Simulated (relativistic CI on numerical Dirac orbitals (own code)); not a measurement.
## Energy levels of Hf²¹⁺

Computed by Dirac-Coulomb-Breit CI, orbitals from a KLI potential per configuration, model QED, unscaled Slater integrals (own radial code, finite nucleus).

Configurations in the expansion (outside the closed core [Ar] 3d10): 4s²4p⁶4d¹⁰4f⁵, 4s²4p⁶4d¹⁰4f⁴5s, 4s²4p⁶4d¹⁰4f³5s², 4s²4p⁶4d¹⁰4f⁴5p, 4s²4p⁶4d¹⁰4f³5s5p, 4s²4p⁶4d⁹4f⁶, 4s²4p⁶4d¹⁰4f³5p², 4s²4p⁶4d¹⁰4f³5s5d, 4s²4p⁶4d¹⁰4f⁴5d, 4s²4p⁵4d¹⁰4f⁶, 4s²4p⁶4d¹⁰4f⁴6s, 4s²4p⁶4d¹⁰4f⁴6p, 4s²4p⁶4d¹⁰4f⁴7s, 4p⁶4d¹⁰4f⁷. Levels of other configurations are missing.

The lowest level is 4s²4p⁶4d¹⁰4f⁵ ⁶H°5/2, with 81 % of that term; Hund's rules for 4s²4p⁶4d¹⁰4f⁵ give ⁶H° with J = 5/2, in agreement.

```csv
No.,Configuration,Term,J,E (eV),%,Next component (%),jj configuration (%)
1,4s²4p⁶4d¹⁰4f⁵,⁶H°,5/2,0.0000,81,16 ⁴G°,4f5/2^5 (35)
2,4s²4p⁶4d¹⁰4f⁵,⁶H°,7/2,0.8426,89,10 ⁴G°,4f5/2^4 4f7/2 (56)
3,4s²4p⁶4d¹⁰4f⁵,⁶H°,9/2,1.6778,92,5 ⁴G°,4f5/2^3 4f7/2^2 (62)
4,4s²4p⁶4d¹⁰4f⁵,⁶H°,11/2,2.4613,91,5 ⁴I°,4f5/2^3 4f7/2^2 (45)
5,4s²4p⁶4d¹⁰4f⁵,⁶F°,3/2,2.5183,81,10 ⁴F°,4f5/2^4 4f7/2 (59)
6,4s²4p⁶4d¹⁰4f⁵,⁶F°,1/2,2.5234,89,10 ⁴D°,4f5/2^3 4f7/2^2 (46)
7,4s²4p⁶4d¹⁰4f⁵,⁶F°,5/2,2.6285,69,14 ⁴F°,4f5/2^3 4f7/2^2 (37)
8,4s²4p⁶4d¹⁰4f⁵,⁶H°,13/2,3.1788,86,10 ⁴I°,4f5/2^2 4f7/2^3 (39)
9,4s²4p⁶4d¹⁰4f⁵,⁶F°,7/2,3.3436,80,12 ⁴F°,4f5/2^3 4f7/2^2 (46)
10,4s²4p⁶4d¹⁰4f⁵,⁶H°,15/2,3.7876,75,19 ⁴I°,4f5/2^2 4f7/2^3 (34)
11,4s²4p⁶4d¹⁰4f⁵,⁶F°,9/2,4.1704,86,7 ⁴F°,4f5/2^3 4f7/2^2 (43)
12,4s²4p⁶4d¹⁰4f⁵,⁶F°,11/2,4.9995,88,11 ⁴G°,4f5/2^2 4f7/2^3 (40)
13,4s²4p⁶4d¹⁰4f⁵,⁴G°,5/2,5.2616,31,21 ⁶F°,4f5/2^3 4f7/2^2 (41)
14,4s²4p⁶4d¹⁰4f⁵,⁴M°,15/2,5.7779,54,19 ²L°,4f5/2^4 4f7/2 (65)
15,4s²4p⁶4d¹⁰4f⁵,⁴F°,3/2,5.9579,84,12 ⁶F°,4f5/2^3 4f7/2^2 (61)
16,4s²4p⁶4d¹⁰4f⁵,⁴I°,9/2,6.5395,80,13 ²H°,4f5/2^3 4f7/2^2 (48)
17,4s²4p⁶4d¹⁰4f⁵,⁴L°,13/2,6.5835,38,30 ⁴K°,4f5/2^4 4f7/2 (50)
18,4s²4p⁶4d¹⁰4f⁵,⁴K°,11/2,6.6152,48,38 ⁴I°,4f5/2^4 4f7/2 (44)
19,4s²4p⁶4d¹⁰4f⁵,⁴G°,7/2,6.6881,52,19 ⁴F°,4f5/2^3 4f7/2^2 (41)
20,4s²4p⁶4d¹⁰4f⁵,⁴M°,17/2,7.1236,71,15 ⁴L°,4f5/2^3 4f7/2^2 (91)
21,4s²4p⁶4d¹⁰4f⁵,⁴P°,5/2,7.1810,31,21 ⁶P°,4f5/2^4 4f7/2 (45)
22,4s²4p⁶4d¹⁰4f⁵,⁴K°,15/2,7.8071,27,25 ⁴M°,4f5/2^3 4f7/2^2 (57)
23,4s²4p⁶4d¹⁰4f⁵,⁴G°,9/2,7.9524,61,21 ⁴H°,4f5/2^3 4f7/2^2 (67)
24,4s²4p⁶4d¹⁰4f⁵,²P°,1/2,7.9698,59,31 ⁴D°,4f5/2^4 4f7/2 (54)
25,4s²4p⁶4d¹⁰4f⁵,⁴M°,19/2,8.0404,76,14 ⁴L°,4f5/2^3 4f7/2^2 (55)
26,4s²4p⁶4d¹⁰4f⁵,⁴F°,5/2,8.1020,63,22 ⁴G°,4f5/2^2 4f7/2^3 (54)
27,4s²4p⁶4d¹⁰4f⁵,⁶P°,3/2,8.2068,49,34 ⁴P°,4f5/2^3 4f7/2^2 (74)
28,4s²4p⁶4d¹⁰4f⁵,⁴L°,13/2,8.4422,48,31 ⁴I°,4f5/2^3 4f7/2^2 (51)
29,4s²4p⁶4d¹⁰4f⁵,⁴L°,15/2,8.4729,40,19 ²K°,4f5/2^3 4f7/2^2 (71)
30,4s²4p⁶4d¹⁰4f⁵,⁴M°,21/2,8.5920,75,22 ²N°,4f5/2^3 4f7/2^2 (54)
31,4s²4p⁶4d¹⁰4f⁵,⁴I°,11/2,8.7050,52,21 ⁴K°,4f5/2^2 4f7/2^3 (48)
32,4s²4p⁶4d¹⁰4f⁵,⁴H°,11/2,8.7824,37,27 ⁴G°,4f5/2^3 4f7/2^2 (44)
33,4s²4p⁶4d¹⁰4f⁵,⁴H°,7/2,9.0315,54,13 ⁴D°,4f5/2^3 4f7/2^2 (53)
34,4s²4p⁶4d¹⁰4f⁵,⁴L°,17/2,9.0647,52,16 ²M°,4f5/2^3 4f7/2^2 (58)
35,4s²4p⁶4d¹⁰4f⁵,⁴K°,13/2,9.0654,40,29 ²K°,4f5/2^3 4f7/2^2 (68)
36,4s²4p⁶4d¹⁰4f⁵,⁴D°,7/2,9.1387,32,15 ⁶P°,4f5/2^2 4f7/2^3 (35)
37,4s²4p⁶4d¹⁰4f⁵,²G°,9/2,9.1972,25,21 ⁴F°,4f5/2^4 4f7/2 (49)
38,4s²4p⁶4d¹⁰4f⁵,⁶P°,5/2,9.5921,47,21 ⁴D°,4f5/2^3 4f7/2^2 (47)
39,4s²4p⁶4d¹⁰4f⁵,⁴F°,7/2,9.6346,50,14 ⁶P°,4f5/2^2 4f7/2^3 (45)
40,4s²4p⁶4d¹⁰4f⁵,⁴D°,3/2,9.6856,62,18 ⁶P°,4f5/2^2 4f7/2^3 (64)
41,4s²4p⁶4d¹⁰4f⁵,⁴H°,13/2,9.7654,63,16 ⁴I°,4f5/2^3 4f7/2^2 (58)
42,4s²4p⁶4d¹⁰4f⁵,⁴K°,17/2,9.7956,53,27 ²L°,4f5/2^2 4f7/2^3 (73)
43,4s²4p⁶4d¹⁰4f⁵,⁴H°,9/2,9.8787,55,16 ⁴G°,4f5/2^2 4f7/2^3 (54)
44,4s²4p⁶4d¹⁰4f⁵,⁴G°,7/2,10.0565,71,12 ⁴H°,4f5/2^3 4f7/2^2 (52)
45,4s²4p⁶4d¹⁰4f⁵,⁴K°,15/2,10.2854,56,28 ⁴L°,4f5/2^2 4f7/2^3 (93)
```

Energies count from the lowest computed level; ° marks odd parity. Filled j subshells are mostly left out of the jj labels.

The mean weight of the leading LS term, summed over parents, in these 45 levels is 61 %, and that of the leading jj configuration (from the same eigenvectors) 53 %.

At this charge energies of transitions that change n are usually good to better than 1 %, and those within a shell (Δn = 0) to a few per cent. Terms inside the open d or f shell come out 10 to 20 % too wide with unscaled integrals.

LS names give the leading component of a level, which can be under half, so a name can repeat, a term be missing and a line seem to break the LS rules.
